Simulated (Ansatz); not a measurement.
Reaction (SMILES): N#P (N-P) → N atom + P atom
B3LYP-D3(BJ)/def2-TZVP geometries, fixed; electronic energies without zero-point terms.

How fast the atomisation energy converges with the basis for several methods (Ansatz, a first-principles code): deviation from each method's own reference, in kcal/mol. References: B3LYP 146.49 kcal/mol, the value in aug-cc-pV(5+d)Z; CCSD(T) 144.91 kcal/mol, Hartree-Fock in aug-cc-pV(Q+d)Z plus the correlation part extrapolated as X^-3 from aug-cc-pV(T+d)Z and aug-cc-pV(Q+d)Z; HF 41.03 kcal/mol, the value in aug-cc-pV(5+d)Z; MP2 157.38 kcal/mol, Hartree-Fock in aug-cc-pV(5+d)Z plus the correlation part extrapolated as X^-3 from aug-cc-pV(Q+d)Z and aug-cc-pV(5+d)Z; PBE 156.50 kcal/mol, the value in aug-cc-pV(5+d)Z; r2SCAN 139.46 kcal/mol, the value in aug-cc-pV(5+d)Z. All functions are spherical. In correlated methods cores are frozen. A restricted Hartree-Fock determinant is unstable towards unrestricted orbitals. Open shells are unrestricted. No added dispersion term, no relativity. 

```csv
basis,functions,B3LYP,CCSD(T),HF,MP2,PBE,r2SCAN
pcseg-1,32,-8.50,-23.79,-7.86,-25.32,___,-7.50
aug-cc-pV(D+d)Z,55,-5.63,-22.60,-5.75,-23.11,___,-5.85
def2-TZVPP,73,-1.27,-10.73,-1.44,-12.10,___,-1.51
def2-TZVPD,80,-0.82,-10.12,-1.12,-11.25,___,-1.16
def2-TZVPPD,85,-0.77,-9.87,-1.10,-11.05,___,-1.13
"6-311++G(3df,3pd)",86,0.50,-7.48,0.88,-8.83,___,0.51
def2-QZVPP,127,-0.42,-4.43,-0.32,-5.64,___,-0.54
cc-pV(5+d)Z,191,-0.03,-2.07,-0.04,-2.87,___,-0.03
```

### Question
Fill in the missing entries.

### Answer

- pcseg-1, PBE: -7.75
- aug-cc-pV(D+d)Z, PBE: -5.24
- def2-TZVPP, PBE: -1.14
- def2-TZVPD, PBE: -0.60
- def2-TZVPPD, PBE: -0.53
- 6-311++G(3df,3pd), PBE: 0.40
- def2-QZVPP, PBE: -0.43
- cc-pV(5+d)Z, PBE: 0.00

Mean absolute deviation over def2-TZVPP, def2-TZVPD, def2-TZVPPD, 6-311++G(3df,3pd): PBE 0.67, B3LYP 0.84, r2SCAN 1.08, HF 1.14, CCSD(T) 9.55, MP2 10.81 kcal/mol.
